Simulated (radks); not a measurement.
Q: The platinum anion Pt2-, [Hg], held by a Watson sphere: a shell of charge +2 at radius R that stands for the Madelung well of a crystal (potential energy -2/R inside, -2/r outside, in hartree with lengths in bohr). Calculated with a radial shooting solver on a logarithmic mesh with Libxc functionals: scalar-relativistic Kohn-Sham, LDA (Slater exchange, VWN5 correlation), spin-polarised, spherical densities, point nucleus.

R (bohr)  e(5p) (eV)  e(6s) (eV)  e(5d) (eV)  <r> 5d (bohr)  sum of <r^2> (bohr^2)  X-ray form factor at sin(theta)/lambda = 0.2 1/angstrom
2.69         -55.192      -7.264      -6.273          1.802                  78.78                                                   66.230
3.08         -54.542      -6.729      -5.479          1.837                  82.50                                                   66.151
4.12         -53.128      -5.204      -3.797          1.898                  91.92                                                   66.102
4.4          -52.809      -4.834      -3.435          1.910                  94.36                                                   66.106
6.62         -51.053      -2.753      -1.529          1.981                  114.5                                                   66.157

Estimate the row for R = 3.55 bohr.

A: e(5p) (eV) -53.856; e(6s) (eV) -6.024; e(5d) (eV) -4.647; <r> 5d (bohr) 1.869; sum of <r^2> (bohr^2) 86.85; X-ray form factor at sin(theta)/lambda = 0.2 1/angstrom 66.109.
